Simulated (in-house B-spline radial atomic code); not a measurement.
**Ionising Sr6+ with different functionals**

Computed with a B-spline radial code for spherical atoms: scalar-relativistic (spin-free X2C) Hamiltonian, Fermi nucleus of rms radius 4.224 fm, spin-polarised at highest spin, spherical fractional occupations for the functionals, the average over the highest-spin determinants for Hartree-Fock. The ionisation energy is the difference of two self-consistent energies, [Ar] 3d10 4s2 4p2 → [Ar] 3d10 4s2 4p1, without Breit or QED terms; ε is the level of the shell that loses the electron (its least bound occupied spin orbital). There is no spin-orbit coupling in this Hamiltonian.

Hybrids are left out here: with spherical fractional occupations of an open shell their exact exchange keeps a self-interaction that integer-occupation calculations don't have.

| method | rung | ΔSCF (eV) | -ε(4p) (eV) |
| --- | --- | --- | --- |
| Hartree-Fock | Hartree-Fock | 103.93 | 104.24 |
| LDA VWN5 | LDA | 105.01 | 97.06 |
| LDA PW92 | LDA | 105.00 | 97.04 |
| LDA exchange-only | LDA | 103.61 | 95.70 |
| PBE | GGA | 104.77 | 96.91 |
| PBEsol | GGA | 104.81 | 96.93 |
| BLYP | GGA | 104.68 | 96.72 |
| RPBE | GGA | 104.71 | 96.88 |
| PW91 | GGA | 104.91 | 97.02 |
| BP86 | GGA | 104.91 | 97.01 |
| AM05 | GGA | 104.81 | 96.92 |
| OLYP | GGA | 104.98 | 97.16 |
| TPSS | meta-GGA | 104.87 | 97.08 |
| SCAN | meta-GGA | 105.21 | 97.53 |
| r2SCAN | meta-GGA | 105.20 | 97.51 |
| revTPSS | meta-GGA | 104.87 | 97.10 |

Q: How do they compare with the NIST value?

A: NIST lists 104 eV ± 2 (tabulated theory, ground level to ground level). Errors run from -0.39 to +1.21 eV; all lie within about twice that uncertainty, so the table can't rank the methods. Hartree-Fock also lacks correlation.
